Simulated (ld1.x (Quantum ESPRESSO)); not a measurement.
## Ranking PAW potentials for Tc (Z = 43)

All share these settings but for the change named:

```
Element                 : technetium (Tc)
Generator               : ld1.x (Quantum ESPRESSO) 7.5
Type                    : PAW
Functional              : LDA (PZ)
Relativity              : scalar-relativistic
Frozen core             : [Kr]
Valence charge          : 7
Reference configuration : 4d5 5s0 5p0 (charge +2)
Partial waves           : 5s (bound, empty): rcut 2.15, rcutus 2.65 bohr; 5s channel at -0.1 Ry: rcut 2.15, rcutus 2.65 bohr; 5p (bound, empty): rcut 2.85, rcutus 3.15 bohr; 5p channel at -0.15 Ry: rcut 2.85, rcutus 3.15 bohr; 4d (bound): rcut 1.80, rcutus 2.40 bohr; 4d channel at 2.65 Ry: rcut 1.80, rcutus 2.40 bohr
Local potential         : all-electron potential smoothed inside 1.90 bohr (lloc = -2)
Core correction         : Bessel-smoothed model core, default radius (core density twice the valence density)
Augmentation charge     : PSQ, radius 2.05 bohr
```

Cutoff: the first of the cutoffs (Ry, on a coarse ladder) from which the occupation-weighted sum of valence levels, in a spherical-Bessel basis at the reference potential, stays within 10 and 1 mRy of its value at 400 Ry; the density cutoff is not measured.

The base gives 18 Ry.

Of 6 variants that were run, those that failed, showed a ghost or another fault, or gave nearly equal values are left out.

A variant can come out equal or close to the base.

(1) Rank these variants from softest to hardest (loose cutoff).
A. waves 4d (bound): rcut 1.80, rcutus 2.68 bohr; 4d channel at 2.65 Ry: rcut 1.80, rcutus 2.68 bohr
B. waves 4d (bound): rcut 1.80, rcutus 3.44 bohr; 4d channel at 2.65 Ry: rcut 1.80, rcutus 3.44 bohr
C. waves 4d (bound): rcut 1.50, rcutus 1.58 bohr; 4d channel at 2.65 Ry: rcut 1.50, rcutus 1.58 bohr
D. waves 4d (bound): rcut 1.80, rcutus 1.90 bohr; 4d channel at 2.65 Ry: rcut 1.80, rcutus 1.90 bohr
E. waves 4d (bound): rcut 1.80, rcutus 2.32 bohr; 4d channel at 2.65 Ry: rcut 1.80, rcutus 2.32 bohr

Results:

(1) B (8 Ry), A (15 Ry), E (18 Ry), D (30 Ry), C (40 Ry).
